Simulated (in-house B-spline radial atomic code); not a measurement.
Sm⁺: [Kr] 4d10 4f5 5s2 5p5 5d1 6s1 7g1 (an excited or competing configuration)

Computed with a radial B-spline atomic code at the basis-set limit: Dirac-Hartree-Fock, average of configuration, Fermi nucleus of rms radius 5.0819 fm.

Z_r = [3n² - l(l+1)]/(2<r>); Z_e = n√(-2ε); the last column is Slater's effective charge. Values are occupation-weighted means over j. An effective charge above Z reflects the relativistic contraction of the inner shells.

```
shell  electrons   ε (eV)  <r> (bohr)    Z_r    Z_e  Slater
   1s          2   -47134     0.02274  65.97  58.86   61.70
   2s          2  -7838.1      0.0964  62.24  48.00   57.85
   2p          6  -7008.6     0.08521  58.68  45.39   57.85
   3s          2  -1787.1      0.2536  53.23  34.38   50.75
   3p          6  -1519.9       0.252  49.61  31.71   50.75
   3d         10  -1147.5      0.2306  45.54  27.55   40.85
   4s          2  -397.89      0.5783  41.50  21.63   34.25
   4p          6  -306.67      0.6117  37.60  18.99   34.25
   4d         10  -173.26      0.6689  31.40  14.27   22.85
   5s          2  -73.813        1.39  26.97  11.65   12.35
   5p          5  -49.202       1.589  22.98   9.51   12.35
   4f          5  -36.135      0.8707  20.67   6.52   14.60
   5d          1  -20.921       2.281  15.13   6.20    4.00
   6s          1  -17.321       3.485  15.49   6.77    4.20
   7g          1  -1.1125       31.66   2.01   2.00       -
```

The least bound orbital is 7g7/2 at -1.112 eV, and it is also the most diffuse (<r> = 31.66 bohr).

Spin-orbit splittings of the orbital energies (j = l + 1/2 above j = l - 1/2 when positive): 2p 604.6 eV, 3p 125 eV, 3d 26.78 eV, 4p 27.76 eV, 4d 5.044 eV, 5p 4.153 eV, 4f 0.5693 eV, 5d 0.2956 eV, 7g -7.692e-06 eV.

For the 1s electron the small component carries 5.31 % of the norm, the zero-frequency Breit interaction raises the level by 136 eV, self-energy by 80.75 eV, and vacuum polarisation lowers it by 12.77 eV.
